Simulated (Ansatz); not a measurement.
Start from `C[CH2][AlH][AlH2]` and change one atom or group to get `C[CH2][AlH][OH]`.

Ansatz, PBE0-D4/def2-TZVP geometries, multiplicity 1. Each molecule was computed in one conformer, which needn't be the lowest.

```
                             property  `C[CH2][AlH][AlH2]`
HOMO energy (ωB97M-V/def2-TZVPP) / eV                -8.54
    HOMO energy (PBE/def2-TZVPP) / eV                -5.61
HOMO–LUMO gap (B3LYP/def2-TZVPP) / eV                 4.30
    LUMO energy (PBE/def2-TZVPP) / eV                -2.73
   HOMO energy (PBE0/def2-TZVPP) / eV                -6.62
  HOMO energy (B3LYP/def2-TZVPP) / eV                -6.44
```

(1) Give the same properties after the change, and the shifts. (An estimate is asked.)

## Answers

(1) The calculation gave: 
```tsv
property	`C[CH2][AlH][OH]`	shift
HOMO energy (ωB97M-V/def2-TZVPP) / eV	-9.74	-1.20
HOMO energy (PBE/def2-TZVPP) / eV	-6.23	-0.62
HOMO–LUMO gap (B3LYP/def2-TZVPP) / eV	6.65	2.35
LUMO energy (PBE/def2-TZVPP) / eV	-1.22	1.51
HOMO energy (PBE0/def2-TZVPP) / eV	-7.51	-0.89
HOMO energy (B3LYP/def2-TZVPP) / eV	-7.32	-0.88
```

With PBE0 the HOMO falls by 0.89 eV and the LUMO rises by 1.54 eV, so the gap widens by about 2.43 eV. PBE moves the HOMO by -0.62 eV and ωB97M-V by -1.20 eV. The zero-point energy changes by 2.6 kJ/mol with -3 modes.

B3LYP here is the variant with VWN-RPA as its local correlation; programs differ in this.
